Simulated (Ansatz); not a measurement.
Reactions of CH₆O₂SSi, SMILES `OC[SiH](O)S`.

Isolated molecules relaxed with PBE0-D4/def2-TZVP in Ansatz; ΔE leaves out vibrations. CBS: MP2 limit from def2 TZ/QZ plus the TZ coupled-cluster correction, frozen cores. This one scheme is used for every species. Functionals use def2-TZVPP. Elements past krypton have def2 core potentials. For In, Sn outer-core shells are correlated without core-valence functions, which leaves a few kJ/mol of doubt a bond. One conformer a species, not always the lowest.

```json
{"reaction": "`OC[SiH](O)S` + PH₃ → `O[SiH](P)S` + CH₃OH", "HF/CBS(def2) (kcal/mol)": "-7.4", "ωB97X-V (kcal/mol)": "-6.5", "CCSD/CBS(def2) (kcal/mol)": "-7.3", "CCSD(T)/CBS(def2) (kcal/mol)": "-7.4"}
{"reaction": "`OC[SiH](O)S` + `[OH][SnH3]` → `OC[O][SnH3]` + `O[SiH2]S`", "HF/CBS(def2) (kcal/mol)": "4.7", "ωB97X-V (kcal/mol)": "9.0", "CCSD/CBS(def2) (kcal/mol)": "9.6", "CCSD(T)/CBS(def2) (kcal/mol)": "10.0"}
{"reaction": "`OC[SiH](O)S` + `[F][InH][SiH3]` → `O[CH2][In]([F])[SiH3]` + `O[SiH2]S`", "HF/CBS(def2) (kcal/mol)": "6.4", "ωB97X-V (kcal/mol)": "7.1", "CCSD/CBS(def2) (kcal/mol)": "5.7", "CCSD(T)/CBS(def2) (kcal/mol)": "5.5"}
{"reaction": "`OC[SiH](O)S` + H₂S → `O[SiH](S)S` + CH₃OH", "HF/CBS(def2) (kcal/mol)": "-18.9", "ωB97X-V (kcal/mol)": "-16.5", "CCSD/CBS(def2) (kcal/mol)": "-17.4", "CCSD(T)/CBS(def2) (kcal/mol)": "-17.3"}
```

Largest T1 diagnostic: 0.016, for `[F][InH][SiH3]`.
